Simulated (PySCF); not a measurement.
**Low-lying terms of S⁴⁺ (sulfur, charge +4)**

Ground state [Ne] 3s2, ¹S. Computed with PySCF 2.14 in x2c-SVPall with two added diffuse shells each of s, p type (6s5p1d, 26 functions), with scalar relativity by spin-free X2C-1e. Vertical excitation energies in eV without spin-orbit coupling; excited terms of each kind are numbered among those the solver found. Frozen: [He] 2s2.

```json
{"term": "1 3P°", "leading excitation": "3s → p", "EOM-EE-CCSD": "10.280"}
{"term": "1 1P°", "leading excitation": "3s → p", "EOM-EE-CCSD": "16.176"}
{"term": "1 3D", "leading excitation": "3s → d", "EOM-EE-CCSD": "34.378"}
{"term": "1 3S", "leading excitation": "3s → s", "EOM-EE-CCSD": "38.470"}
{"term": "1 1D", "leading excitation": "3s → d", "EOM-EE-CCSD": "39.244"}
{"term": "1 1S", "leading excitation": "3s → s", "EOM-EE-CCSD": "39.440"}
{"term": "2 3P°", "leading excitation": "3s → p", "EOM-EE-CCSD": "43.585"}
{"term": "2 1P°", "leading excitation": "3s → p", "EOM-EE-CCSD": "43.719"}
{"term": "2 3S", "leading excitation": "3s → s", "EOM-EE-CCSD": "52.813"}
{"term": "2 1S", "leading excitation": "3s → s", "EOM-EE-CCSD": "53.087"}
```

Only the lower part of the computed list is shown. Doubly excited terms such as np² are absent. The solver can miss terms.
